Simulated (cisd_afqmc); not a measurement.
Input (AFQMC/CISD/def2-SVP; cisd_afqmc is a phaseless AFQMC code with CISD trial states that reads the integrals written by Ansatz):

Ansatz 0.2 input:
```python
import cisd_afqmc

open("ham.yaml", "w").write("""\
crystal:
  periodic: [false, false, false]
  atoms:
    - {symbol: Te, position_ang: [-0.00070909, 0.04327509, 0.00226130]}
    - {symbol: H, position_ang: [-1.16040669, -1.14501690, -0.04830027]}
    - {symbol: H, position_ang: [1.19727946, -1.10528797, -0.06928709]}
basis:
  gaussian:
    orbitals: def2-SVP
magnetization: {spin_polarized: false}
correlation: {method: ccsd, electrons: outside_noble_gas, hamiltonian_folder: ham}
""")
rep = cisd_afqmc.ansatz("ham.yaml")
e_ccsd = rep["correlation"]["coupled_cluster"]["energy"]["hartree"]
out = cisd_afqmc.run("ham", e_ccsd, trial="CISD", walkers=200, populations=8, threads=8, dt=0.005, steps=40, early=36, settle=10, least=32,
    cut=5e-5, rank_cut=2e-4, target=0.0004, seconds=1500, seed=1, memory=17280, gpu=False)
```

Output:

```
orbitals 27, occupied [4], factors 143 of 435, rank of the doubles 47 of 92
E(HF) = -268.140167
E(CCSD) on the cut factors = -268.272785, shift to the whole factors -0.000008
Energy of the trial state on the determinant = -268.272677
  tau behind 10.8 of longer steps, mean of the populations' last blocks
   2.0  -268.27620
   4.0  -268.27593
   6.0  -268.27624
   8.0  -268.27614
blocks 339 (0 outliers left out), error by blocks joined: 1: 0.00004, 2: 0.00005, 4: 0.00007, 8: 0.00008, 16: 0.00009
E(AFQMC/CISD) = -268.27611 +/- 0.00009
```
